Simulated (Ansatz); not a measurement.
A relaxation, step by step

Si$_{2}$NH$_{10}$OF, closed shell, PBE0-D4/def2-TZVP (Ansatz 0.2.0). Settings:

```yaml
hamiltonian: {xc: pbe0, dispersion: d4}
relax: {f_tol: 0.005, max_steps: 200}
```

Start, a step off a saddle point along its unstable mode:

```
atom    x (Å)    y (Å)    z (Å)
 Si1   1.0070   0.4606   0.1129
  H2  -0.1151   0.1191  -1.0635
  O3   0.9957  -1.1357   0.4771
 Si4   0.0963  -2.2813  -0.3137
  H5   1.9680   0.8341   1.2629
  H6   1.6983   1.2192  -0.9922
  H7  -1.1222   1.6392   0.3495
  N8  -0.3338   1.5473   0.9593
  H9  -1.1632   0.9140  -1.1955
 F10  -1.9369   1.1900  -1.0789
 H11   0.5012  -3.5549   0.3375
 H12  -1.3636  -2.0931  -0.1212
 H13   0.4095  -2.3598  -1.7598
 H14   0.0307   2.4353   1.2492
 H15  -0.6718   1.0659   1.7765
```

```
               step  energy less the last (meV)  largest force component (eV/Å)
                  1                      1566.7                           9.471
                  7                       662.7                           0.390
                 13                        62.0                           0.555
                 19                         9.4                           0.114
25 (rejected trial)                         5.3                           0.071
                 31                         3.0                           0.043
                 37                         2.0                           0.025
                 43                         1.7                           0.054
                 49                         1.3                           0.029
                 55                         1.0                           0.016
61 (rejected trial)                         0.8                           0.038
                 67                         0.4                           0.037
                 73                         0.2                           0.016
                 79                         0.1                           0.009
                 85                         0.0                           0.008
                 87                         0.0                           0.004
```

Step 67, positions (Å) and forces (eV/Å):

```json
{"atom": "Si1", "x": "0.477", "y": "0.020", "z": "0.454", "Fx": "0.005", "Fy": "0.004", "Fz": "0.008"}
{"atom": "H2", "x": "-1.024", "y": "0.023", "z": "0.419", "Fx": "-0.002", "Fy": "-0.001", "Fz": "0.001"}
{"atom": "O3", "x": "0.816", "y": "-1.597", "z": "0.279", "Fx": "-0.005", "Fy": "0.011", "Fz": "-0.002"}
{"atom": "Si4", "x": "0.606", "y": "-2.865", "z": "-0.719", "Fx": "-0.004", "Fy": "-0.037", "Fz": "-0.007"}
{"atom": "H5", "x": "1.048", "y": "0.318", "z": "1.782", "Fx": "0.000", "Fy": "0.001", "Fz": "-0.001"}
{"atom": "H6", "x": "1.104", "y": "0.663", "z": "-0.724", "Fx": "0.001", "Fy": "0.001", "Fz": "-0.001"}
{"atom": "H7", "x": "-0.649", "y": "2.752", "z": "0.008", "Fx": "0.002", "Fy": "0.006", "Fz": "-0.008"}
{"atom": "N8", "x": "-0.059", "y": "2.405", "z": "0.757", "Fx": "-0.001", "Fy": "-0.021", "Fz": "-0.003"}
{"atom": "H9", "x": "-1.879", "y": "0.928", "z": "-0.559", "Fx": "-0.007", "Fy": "0.013", "Fz": "-0.009"}
{"atom": "F10", "x": "-2.316", "y": "1.625", "z": "-1.003", "Fx": "0.008", "Fy": "-0.013", "Fz": "0.008"}
{"atom": "H11", "x": "1.058", "y": "-4.101", "z": "-0.029", "Fx": "-0.006", "Fy": "0.020", "Fz": "-0.009"}
{"atom": "H12", "x": "-0.832", "y": "-3.011", "z": "-1.087", "Fx": "0.016", "Fy": "0.000", "Fz": "0.003"}
{"atom": "H13", "x": "1.393", "y": "-2.692", "z": "-1.971", "Fx": "-0.006", "Fy": "0.000", "Fz": "0.008"}
{"atom": "H14", "x": "0.799", "y": "2.944", "z": "0.761", "Fx": "0.001", "Fy": "0.009", "Fz": "-0.001"}
{"atom": "H15", "x": "-0.539", "y": "2.587", "z": "1.631", "Fx": "0.000", "Fy": "0.006", "Fz": "0.014"}
```

Last step (87):

```
15
angstrom
Si 0.4294 0.0036 0.4660
H -1.0701 0.0537 0.4220
O 0.7231 -1.6220 0.3006
Si 0.6129 -2.8865 -0.7175
H 0.9966 0.2950 1.7979
H 1.0829 0.6239 -0.7099
H -0.6141 2.7746 0.0010
N -0.0380 2.4136 0.7546
H -1.8834 0.9806 -0.5706
F -2.2975 1.6836 -1.0271
H 1.2227 -4.0763 -0.0725
H -0.8113 -3.1834 -1.0359
H 1.3277 -2.6040 -1.9928
H 0.8349 2.9276 0.7589
H -0.5156 2.6161 1.6253
```

Hardware: 8 CPU threads of an Intel Xeon, shared host. Wall time 4.6 min; peak host memory 0.7 GiB.
